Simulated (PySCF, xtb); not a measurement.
C4H10Si2, SMILES C#CCC([SiH3])[SiH3].

GFN2-xTB (xtb) at its own geometry gives an orbital gap of 5.16 eV and a dipole moment of 0.38 D.

Coordinates come from a TPSSh-D3(BJ)/def2-SVP optimisation. This is a generated structure with no PubChem entry under its InChIKey; it may be hypothetical. One conformer was computed; it need not be the lowest.

Task: What does M06-2X/def2-TZVP (PySCF) give? (Estimate from the structure and the level; the computed values follow.)

Result: gap 9.88 eV (levels -9.06 and 0.83 eV), dipole 0.51 D.
